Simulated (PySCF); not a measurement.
**Where the electron goes**

C₃H₆O₃S.
Numbering: `[CH3:1]/[CH:2]=[CH:3]/[S:4](=[O:5])(=[O:6])[OH:7]` (hydrogens: H8, H9, H10 on C1; H11 on C2; H12 on C3; H13 on O7)

Cartesian coordinates in Å at the GFN2-xTB level; atoms count from 1:
```xyz
13
C3H6O3S angstrom
C     -2.2177    0.0843    0.2385
C     -0.7326    0.0135    0.2452
C      0.0336   -0.2980   -0.7796
S      1.7866   -0.3026   -0.5466
O      2.4035   -1.3243   -1.3394
O      2.0956   -0.2154    0.8423
O      2.1705    1.1068   -1.2525
H     -2.5375    1.0874    0.5164
H     -2.6207   -0.6036    0.9799
H     -2.6226   -0.1640   -0.7385
H     -0.2348    0.2352    1.1799
H     -0.2909   -0.5535   -1.7702
H      2.7625    0.9347   -1.9862
```

Method used: TDDFT PBE0/def2-SVPD, vertical, gas phase, core orbitals frozen in the response in PySCF 2.14.0, density-fitted response routines.

Frontier orbitals with the atoms that hold most of them (Löwdin shares over 4%, at most four atoms; ? is withheld):

| orbital | ε (eV) | atoms |
| --- | --- | --- |
| LUMO+2 | 0.64 | C1 26%, S4 19%, H8 10%, H9 9% |
| LUMO+1 | 0.13 | S4 31%, O7 17%, H13 12%, C1 7% |
| LUMO | -1.10 | C2 35%, C3 26%, S4 8%, C1 6% |
| HOMO | -8.54 | ? |
| HOMO-1 | -9.08 | ? |
| HOMO-2 | -9.53 | O5 52%, S4 11%, O6 9%, C3 8% |
| HOMO-3 | -9.71 | O6 59%, S4 12%, C3 11%, O5 8% |

(1) Give the leading atoms of the HOMO.

(2) Give the leading atoms of the HOMO-1.

(3) The HOMO–LUMO gap is 7.44 eV. Where does the response calculation put the lowest singlet, and from which orbitals?

(4) Give energy, strength and leading configuration of S3 and S5, and follow the Löwdin shares of the leading atoms from the occupied to the empty orbital.

Results:

(1) C3 (bonded to C, S and H) 32%; C2 (bonded to 2 C and H) 25%; O6 (bonded to S) 10%; O7 (bonded to S and H) 8%. By element: carbon 56% or more, oxygen 18% or more.

(2) O5 (bonded to S) 44%; O6 (bonded to S) 31%; O7 (bonded to S and H) 10%; S4 (bonded to C and 3 O) 5%. By element: oxygen 86%, sulfur 5%.

(3) S1 is at 6.62 eV (f = 0.072), 0.81 eV below the gap, made of HOMO→LUMO (46%), HOMO-1→LUMO (46%). Without the coupling terms of the response equations the lowest excitation would equal the gap.

(4) 
- S3 (7.13 eV, f 0.069), HOMO-2→LUMO (75%): O5 52% → at most 7%, S4 11% → 8%, C2 at most 9% → 35%, C3 8% → 26%
- S5 (7.55 eV, f 0.0090), HOMO→LUMO+1 (94%): C3 32% → at most 7%, C2 25% → at most 7%, S4 at most 9% → 31%, O7 8% → 17%

Löwdin shares depend on the basis, the more so with diffuse functions.

One conformer stands for the species.
